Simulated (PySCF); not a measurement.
BBr2, SMILES [B](Br)Br, multiplicity 2.

Geometry optimised at B3LYP-D3(BJ)/def2-TZVP. The isomer is the one that the SMILES or the coordinates give; other isomers of the formula were not compared.

Method: PBE/def2-TZVPD (PySCF).

Isolated molecule, no solvent.

Computed frontier levels, dipole moment and polarisability:
The α spin, highest occupied and lowest empty level comes out as -5.11 and -3.21 eV and the β spin, highest occupied and lowest empty level comes out as -7.53 and -3.14 eV. The dipole moment is 0.47 D and the quadrupole, principal values (traceless, Buckingham form, about the centre of nuclear charge) is -2.70, 0.29, 2.42 D·Å. The mean static polarisability is 63.5 bohr³ (9.41 Å³). The polarisability, principal values is 46.9, 54.5, 89.1 bohr³ and the ⟨S²⟩ is 0.754 (pure state 0.75).
